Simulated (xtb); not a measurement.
The xtb input:
```
$ xtb mol.xyz --gfn 2 --opt vtight --json

# file mol.xyz
3

Ge    -0.00354795    -0.04278619     1.12599838
I      0.98445308    -1.72371352    -0.52352247
I     -1.06657194     1.78555354    -0.52945437
```

**Question.** What does this run give for the total energy at the end of the optimisation, dipole moment, HOMO-LUMO gap?

**Answer.** 
The total energy at the end of the optimisation comes out as -9.6959 Eh, the dipole moment comes out as 7.07 D and the HOMO-LUMO gap is 3.23 eV.
